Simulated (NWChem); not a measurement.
Species: SiH3F; SMILES F[SiH3]

All runs: NWChem. The geometry was optimised at PBE0/def2-SVP. Level: PBE0/def2-SVP with SMD (1 M gas to 1 M solution), gas-phase geometry. Reactions with the solvent are ignored.

```json
[
 {"solvent": "water", "dielectric constant": "78.4", "solvation free energy (kcal/mol)": "0.9", "cavity-dispersion-structure term (kcal/mol)": "2.4", "dipole in solution (D)": "1.68"},
 {"solvent": "chlorobenzene", "dielectric constant": "5.70", "solvation free energy (kcal/mol)": "-1.1", "cavity-dispersion-structure term (kcal/mol)": "0.2", "dipole in solution (D)": "1.63"},
 {"solvent": "diethyl ether", "dielectric constant": "4.24", "solvation free energy (kcal/mol)": "-1.3", "cavity-dispersion-structure term (kcal/mol)": "-0.2", "dipole in solution (D)": "1.61"},
 {"solvent": "ethylene glycol", "dielectric constant": "40.2", "solvation free energy (kcal/mol)": "-0.2", "cavity-dispersion-structure term (kcal/mol)": "1.3", "dipole in solution (D)": "1.67"},
 {"solvent": "methanol", "dielectric constant": "32.6", "solvation free energy (kcal/mol)": "-1.4", "cavity-dispersion-structure term (kcal/mol)": "0.1", "dipole in solution (D)": "1.67"}
]
```
